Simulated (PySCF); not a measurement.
**Correlation energy of Bi (bismuth, neutral)**

[Xe] 4f14 5d10 6s2 6p3, high-spin 4S determinant. All numbers are calculated (PySCF 2.14, a scalar-relativistic core potential, in aug-cc-pVDZ-PP with ECP60MDF (5s4p3d, 32 functions)). Frozen: 5s2 5p6 5d10; 5 electrons correlated.

MP2 pair energies summed by pair of shells (mhartree):

```tsv
pair	energy	share (%)
6s-6p	-24.71	63.1
6p-6p	-9.21	23.5
6s-6s	-5.25	13.4
```

Total MP2 correlation energy: -39.16 mhartree.

Same-spin part -11.81 and opposite-spin part -27.35 mhartree; SCS-MP2 scales them by 1/3 and 6/5 to -36.76 mhartree.

```csv
level,correlation energy (mhartree)
CCSD,-49.41
(T),-0.62
CCSD(T),-50.03
```

Diagnostics: T1 = 0.0053, D1 = 0.0103, largest double amplitude 0.032.

Spin-orbit coupling is strong in this species (close to jj coupling), so the high-spin LS determinant is a model state, not a physical level.

Cost of the coupled-cluster step: 0.17 s of wall time on 1 thread of Neoverse-V1 (shared host), for 5 correlated electrons.

Iterations:

```
CC2 = 0
CCSD nocc = (np.int64(4), np.int64(1)), nmo = (23, 23)
frozen orbitals [[0, 1, 2, 3, 4, 5, 6, 7, 8], [0, 1, 2, 3, 4, 5, 6, 7, 8]]
max_cycle = 100
direct = 0
conv_tol = 1e-08
conv_tol_normt = 1e-06
diis_space = 8
diis_start_cycle = 0
Init t2, MP2 energy = -0.039161652791153
Init E_corr(UCCSD) = -0.0391616527967007
cycle = 1  E_corr(UCCSD) = -0.0470976652801034  dE = -0.00793601248  norm(t1,t2) = 0.0360318
cycle = 2  E_corr(UCCSD) = -0.0488185990725484  dE = -0.00172093379  norm(t1,t2) = 0.00977021
cycle = 3  E_corr(UCCSD) = -0.0494219043849866  dE = -0.000603305312  norm(t1,t2) = 0.00322692
cycle = 4  E_corr(UCCSD) = -0.0494079532737973  dE = 1.39511112e-05  norm(t1,t2) = 0.000487695
cycle = 5  E_corr(UCCSD) = -0.0494087732388397  dE = -8.19965042e-07  norm(t1,t2) = 7.74608e-05
cycle = 6  E_corr(UCCSD) = -0.0494083063365032  dE = 4.66902336e-07  norm(t1,t2) = 1.51932e-05
cycle = 7  E_corr(UCCSD) = -0.0494085095169223  dE = -2.03180419e-07  norm(t1,t2) = 2.68832e-06
cycle = 8  E_corr(UCCSD) = -0.0494084533912983  dE = 5.61256241e-08  norm(t1,t2) = 3.40856e-07
cycle = 9  E_corr(UCCSD) = -0.0494084563796261  dE = -2.98832785e-09  norm(t1,t2) = 6.62149e-08
UCCSD converged
E(UCCSD) = -213.6406806635  E_corr = -0.04940845637962611
UCCSD(T) correction = -0.000618395620366655
```

Spin-orbit coupling is strong in this species, so the high-spin LS determinant is a model state.
